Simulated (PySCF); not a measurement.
Start geometry of `[C](F)([GeH2][SiH3])(F)F` from GFN2-xTB (Å):
```
atom  x, y, z in Å
F1     2.8414   -0.4139    0.2707
C2     1.5531   -0.1181    0.6338
F3     1.2394   -0.9787    1.6240
F4     1.6215    1.1143    1.2023
Ge5    0.2348   -0.2198   -0.8798
Si6   -1.9099    0.2984   -0.0294
H7     0.9080    0.6966   -1.8737
H8     0.5552   -1.5845   -1.4127
H9    -2.2481   -0.6789    1.0244
H10   -1.8840    1.6408    0.5444
H11   -2.8733    0.2179   -1.1196
```

Problem. What comes out of this run: PySCF 2.14.0, PBE0-D3(BJ)/def2-SVP geometry optimisation, gas phase?

Solution. 
```
atom  x, y, z in Å
F1     2.8295   -0.4580    0.3800
C2     1.5746   -0.1302    0.7075
F3     1.1935   -0.9496    1.6978
F4     1.6039    1.1123    1.2108
Ge5    0.3264   -0.2428   -0.8511
Si6   -1.8556    0.3122   -0.0852
H7     0.8647    0.7373   -1.9055
H8     0.4259   -1.6804   -1.3850
H9    -2.2710   -0.6698    0.9592
H10   -1.8447    1.6899    0.4883
H11   -2.8104    0.2536   -1.2320
```

The energy falls by 17.7 kJ/mol over 13 energy and gradient evaluations, the largest force component goes from 0.0237 to 3.6e-04 Eh/bohr, and the atoms move by 0.075 Å rms after alignment. Among the bonds, Ge5–H8 and Si6–H11 change most and about equally (+0.036 to +0.037 Å). Bonds longer at the end by more than 0.005 Å: 6 of 10; shorter: 4. Among the angles that change most is Si6–Ge5–H8, from 121.4° to 112.9°. Rotational constants go from 2957, 1177, 1012 to 2957, 1200, 1029 MHz. The orientation of the end geometry is arbitrary; only internal coordinates are fixed.

The run used 131 basis functions and 74 SCF cycles in all. On one thread of an Arm Neoverse V1, shared host with 32 logical CPUs at a one-minute load of 31, this took 2.0 min and 0.53 GiB of memory at its peak.

Stationary, but not proved a minimum.
